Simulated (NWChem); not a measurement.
System meant: MgHI; SMILES [MgH][I]

NWChem input:

```
start job
memory heap 200 mb stack 900 mb global 1100 mb
geometry units angstroms noautoz
  Mg     0.000000     0.000000    -1.999534
  H      0.000000     0.000000    -3.695352
  I      0.000000     0.000000     0.582998
end
basis spherical
  * library def2-svp
end
ecp
  I library def2-ecp
end
dft
  odft
  mult 2
  xc pbe0
  iterations 150
  mulliken
end
task dft energy
```

End of the output:

```
 Summary of "ao basis" -> "" (spherical)
 ------------------------------------------------------------------------------
       Tag                 Description            Shells   Functions and Types
 ---------------- ------------------------------  ------  ---------------------
 *                          def2-svp                  on all atoms

                                 NWChem DFT Module
                                 -----------------

 Summary of "ao basis" -> "ao basis" (spherical)
 ------------------------------------------------------------------------------
       Tag                 Description            Shells   Functions and Types
 ---------------- ------------------------------  ------  ---------------------
 Mg                         def2-svp                 8       18   4s3p1d
 H                          def2-svp                 3        5   2s1p
 I                          def2-svp                10       26   4s4p2d

 Summary of "ao basis" -> "ao basis" (spherical)
 ------------------------------------------------------------------------------
       Tag                 Description            Shells   Functions and Types
 ---------------- ------------------------------  ------  ---------------------
 Mg                         def2-svp                 8       18   4s3p1d
 H                          def2-svp                 3        5   2s1p
 I                          def2-svp                10       26   4s4p2d

      Symmetry analysis of basis
      --------------------------

        a1         21
        a2          0
        b1          3
        b2          3
        e          22

  number of electrons :                   38
  multiplicity        :                    2
 ------------------------------------------------------------------------
  no. of electrons and multiplicity not compatible                  38
 ------------------------------------------------------------------------
 ------------------------------------------------------------------------
  current input line :
    21: task dft energy
 ------------------------------------------------------------------------
 ------------------------------------------------------------------------
 There is an error in the input file
 ------------------------------------------------------------------------
 For more information see the NWChem manual at https://nwchemgit.github.io

0: no. of electrons and multiplicity not compatible:Received an Error in Communication
```

### Question
What is wrong, and how is it mended?

### Answer
The input was rejected before any calculation. Cause: the multiplicity doesn't fit the number of electrons (an even count wants an odd multiplicity, and the reverse). This input runs:
```
start job
memory heap 200 mb stack 900 mb global 1100 mb
geometry units angstroms noautoz
  Mg     0.000000     0.000000    -1.999534
  H      0.000000     0.000000    -3.695352
  I      0.000000     0.000000     0.582998
end
basis spherical
  Mg library def2-svp
  H library def2-svp
  I library def2-svp
end
ecp
  I library def2-ecp
end
dft
  xc pbe0
  iterations 150
  mulliken
end
task dft energy
```
It converges to -498.26475 Ha (PBE0/def2-SVP with def2 effective core potentials on I).
